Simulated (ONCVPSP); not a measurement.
## What one change does to a pseudopotential (W, ONCV)

tungsten, optimised norm-conserving Vanderbilt (ONCV), made with ONCVPSP 4.0.1 (PBEsol, scalar-relativistic). Core [Kr] 4d10 4f14 5s2, reference 5p6 5d4 6s2. Waves: 6s: rc 2.80 bohr, ncon 4, nbas 7, qcut 2.3 1/bohr, 2 projectors, debl 3.1 Ha; 5p: rc 1.20 bohr, ncon 4, nbas 7, qcut 6.7 1/bohr, 1 projector; 5d: rc 2.40 bohr, ncon 3, nbas 7, qcut 5.2 1/bohr, 1 projector. Local part: polynomial inside 1.05 bohr (lpopt 2, dvloc0 0 Ha). Core correction: polynomial model core, fcfact 0.7.

Change: all radii but the core radius scaled by about 1.04 (s 2.92, p 1.26, d 2.50 bohr); local potential polynomial inside 1.10 bohr (lpopt 2, dvloc0 0 Ha).

Cutoffs: the cutoffs (Ha) at which the residual kinetic energy of the hardest occupied pseudo-wave falls to 1 and 0.1 mHa per electron; they do not see the model core or the augmentation charge, which bear on the density cutoff. Errors are all-electron minus pseudo energies relative to the spin-unpolarised reference configuration.

Q: What does the change do?

A: The potential gets softer (80 Ha and 100 Ha → 72 Ha and 92 Ha); both files keep a bound ghost (s); of the 4 tests that both files solve, the error grows in 1 and shrinks in 1 by more than 15 % and 0.3 meV (median size 31.6 → 28.1 meV). A larger radius leaves more room for a smooth pseudo-wave, so fewer plane waves are needed.

| quantity | base | changed |
| --- | --- | --- |
| cutoff, loose | 80 Ha | 72 Ha |
| cutoff, tight | 100 Ha | 92 Ha |
| loose cutoff by channel | s 5.0 Ha, p 80 Ha, d 11 Ha | s 4.5 Ha, p 72 Ha, d 10 Ha |
| bound ghosts | s | s |
| GHOST(+) flags under 300 eV | s at 124.0 eV | s at 120.7 eV |
| error for 5p6 5d4 6s1, meV [ΔE 8.93 eV] | -7.8 | -7.9 |
| error for 5p6 5d4 6s0, meV [ΔE 24.62 eV] | -34 | -34 |
| error for 5p6 5d3 6s0, meV [ΔE 50.03 eV] | -29 | -46 |
| error for 5p6 5d5 6s0, meV [ΔE 9.72 eV] | -36 | -22 |
| rms error of d²Exc/dni dnj with the model core, mHa | 0.42 | 0.47 |

 A true bound ghost makes a file unfit for plane-wave use even where its test errors are small: the radial tests pick states by their node count and pass the ghost by.
